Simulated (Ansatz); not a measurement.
`CN[SiH](C)S` → CH₃NH₂ + `C[Si]S` at 600 K and 1 bar (silylene formation by 1,1-elimination).

Isolated molecules relaxed with PBE0-D4/def2-TZVP in Ansatz; ΔE leaves out vibrations. CCSD(T)/CBS is the MP2 limit (def2-TZVPP, def2-QZVPP) plus CCSD(T) − MP2 in def2-TZVPP, frozen cores. Each species was taken in one conformer, which may not be the lowest.

```
      species  CCSD(T)/CBS energy (Eh)  H − E (kJ/mol)  S (J/(mol·K))
`CN[SiH](C)S`               -823.14471           365.5          494.9
       CH₃NH₂                -95.75281           199.3          283.8
     `C[Si]S`               -727.30578           163.9          366.9
```

H − E and S are ideal-gas, rigid-rotor, harmonic terms from PBE0-D4/def2-TZVP, for one conformer and one mirror image of each species. 1 Eh = 2625.50 kJ/mol, R = 8.31446 J/(mol·K).

Problem. By hand: ΔE, ΔH, ΔS and ΔG.

Solution. ΔE = (-95.75281) + (-727.30578) − (-823.14471) = 0.08612 Eh = 226.1 kJ/mol. Δ(H − E) = 199.3 + 163.9 − 365.5 = -2.3, so ΔH = 223.8 kJ/mol. ΔS = 283.8 + 366.9 − 494.9 = 155.8 J/(mol·K). ΔG = 223.8 − 600 × (155.8)/1000 = 130.3 kJ/mol.

Problem. By hand: the equilibrium constant, and the temperature at which ΔG would vanish if ΔH and ΔS stayed fixed.

Solution. log₁₀ K = −ΔG/(RT ln 10) = -11.3. ΔG = 0 at ΔH/ΔS = 1436 K.

The number of gas molecules changes by +1, which sets the sign of ΔS. A doubt of 5 kJ/mol in ΔE shifts log₁₀ K by 0.4 here. Other conformers and mirror images would add mixing entropy, several J/(mol·K) or more a flexible species. These are equilibria of isolated gas molecules and say nothing of rates. Largest T1 diagnostic: 0.014 (customary marks: 0.02 for closed shells, 0.045 for open ones).
